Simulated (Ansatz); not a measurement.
System: GeF2, charge 1, doublet. GeF2+ (parent SMILES [F][Ge][F], doublet).
B3LYP-D3(BJ)/def2-TZVP minimum from Ansatz (a quantum-chemistry and plane-wave program):
```
Ge
F 1 1.6922
F 1 1.6922 2 117.20
```
Charge +1, spin multiplicity 2.

Total energies in cc-pVDZ, 17 correlated electrons, 16 frozen orbitals. Open shells are spin-unrestricted; no spin-orbit coupling. Cores are frozen in correlated methods (noble-gas shells, and filled d and f shells in the p block). No relativity. The spin of F2Ge+ (parent SMILES [F][Ge][F], doublet) was assumed, and the state is the lowest solution found for it.

```csv
method,program,energy (Eh),minus CCSDT(Q) (mEh)
HF,Ansatz,-2273.90116,459.47
MP2,Ansatz,-2274.34458,16.05
CCSD,Ansatz,-2274.34738,13.25
CCSD(T),Ansatz,-2274.35813,2.50
CCSDT(Q),Ansatz,-2274.36063,0.00
```

Rough core times of Ansatz's runs on a shared machine: CCSD(T) under 20 s, CCSDT(Q) 80 s.
